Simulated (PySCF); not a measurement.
## 19F chemical shifts

- coordinates at the GFN2-xTB level
- PBE0/pcSseg-1 with gauge-including orbitals
- run in PySCF 2.14
- single conformer, relativity neglected, in vacuum, averaged over atoms made equivalent by symmetry, fast rotation or ring inversion

Shieldings were converted by a linear fit to measured shifts: 19F (scatter 6.0 ppm rms, 7.0 ppm with the 5 outliers that the fit left out vs CFCl3, solution or neat liquid, with a term for F on sp3 carbon). Occasional misses reach two or three times the rms, and more in compound classes unlike the fitted ones.

**Question.** Give the 19F shifts of `CC[C@H](F)C(F)(F)C(=O)Cl`.

**Answer.** 
```json
{"compound": "[CH3:1][CH2:2][C@H:3]([F:4])[C:5]([F:6])([F:7])[C:8](=[O:9])[Cl:10]", "environment": "F6: fluorine of a CF2 group", "δ (ppm)": "-111.1"}
{"compound": "[CH3:1][CH2:2][C@H:3]([F:4])[C:5]([F:6])([F:7])[C:8](=[O:9])[Cl:10]", "environment": "F7: fluorine of a CF2 group", "δ (ppm)": "-117.0"}
{"compound": "[CH3:1][CH2:2][C@H:3]([F:4])[C:5]([F:6])([F:7])[C:8](=[O:9])[Cl:10]", "environment": "F4: fluorine on an sp3 carbon", "δ (ppm)": "-202.0"}
```

**Question.** Order these by 19F shift, lowest first.
A. NCC[Si]([SiH3])([SiH3])CF
B. C[P@@](=O)(O)CC(F)(F)F
C. CC[P@@](=O)(O)C(F)(F)F

**Answer.** A (-248.7 ppm, fluorine on an sp3 carbon), C (-74.9 ppm, fluorine of a CF3 group), B (-57.5 ppm, fluorine of a CF3 group).
